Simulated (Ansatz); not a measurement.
Molecule: CCuO, charge 1, multiplicity 1. SMILES: [C+]([Cu])=O
Geometry: optimised at B3LYP-D3(BJ)/def2-TZVP (Ansatz, an electronic-structure program).

Quantity: vertical triplet-singlet gap, E(triplet) - E(singlet), in eV. Conventions: dispersion terms only where a functional's name holds one; LANL2DZ with its own core potentials from Na on; open shells spin-unrestricted; no spin-orbit coupling; each state is the SCF solution reached for its charge and spin; 6-31G* and kin with 6d, 5d where marked; non-relativistic. First-principles rows: single points at B3LYP-D3(BJ) geometries (Ansatz). The spin state of an ion or metal species was assumed, not searched. Levels can end on unlike triplets.

| level | program | vertical triplet-singlet gap, E(triplet) - E(singlet) (eV) |
|---|---|---|
| B3LYP/STO-3G | Ansatz | -3.91 |
| B3LYP/3-21G | Ansatz | 0.67 |
| B3LYP/6-31G* | Ansatz | 2.59 |
| B3LYP/6-31G* with LANL2DZ past Ar | Ansatz | 4.53 |
| B3LYP/def2-TZVPD | Ansatz | 3.86 |

No value to compare with is used here. The 4 habitual levels span -3.91 (B3LYP/STO-3G) to 4.53 eV (B3LYP/6-31G* with LANL2DZ past Ar); B3LYP/def2-TZVPD gives 3.86.

The sets are all those run for this method; left out are runs that failed, that the program found above a lower state of the same kind, or whose <S^2> lies over 0.5 above the pure value. A level that turns the sign of the gap may have ended on another state.
